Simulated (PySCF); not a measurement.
Substituent effects on chemical shifts

Parent skeleton `[SiH4:1]`; one hydrogen on atom 1 is replaced by X. Hydrogens on one atom are averaged.

- PBE0/pcSseg-1 with gauge-including orbitals
- structure optimised with GFN2-xTB
- run in PySCF 2.14
- one conformer, isolated molecule, non-relativistic Hamiltonian, rapidly exchanging positions averaged

References, each an isolated molecule treated in the same way: ²⁹Si and ¹H against TMS.

Parent (X = H): Si1 -111.7, H(Si1) 3.43 ppm. Effects are Δδ = δ(X) − δ(H), positive for deshielding.

Question: Give Δδ (ppm) for X = CH2F, iPr, 4-pyridyl, NHCHO, PH2, COCF3, 2-thienyl, OCH3, NHCH3.

Answer: 
```csv
X,SMILES,Si1,H(Si1)
CH2F,FC[SiH3],+35.5,+0.50
iPr,CC(C)[SiH3],+52.3,+0.29
4-pyridyl,[SiH3]c1ccncc1,+43.0,+1.11
NHCHO,O=CN[SiH3],+44.0,+1.13
PH2,[SiH3]P,+25.7,+0.61
COCF3,O=C([SiH3])C(F)(F)F,+30.0,+0.86
2-thienyl,[SiH3]c1cccs1,+33.0,+1.24
OCH3,CO[SiH3],+76.2,+1.41
NHCH3,CN[SiH3],+57.1,+1.17
```

Question: Which position responds most, and to which substituents?

Answer: Si1: from +25.7 ppm with PH2 to +76.2 ppm with OCH3.
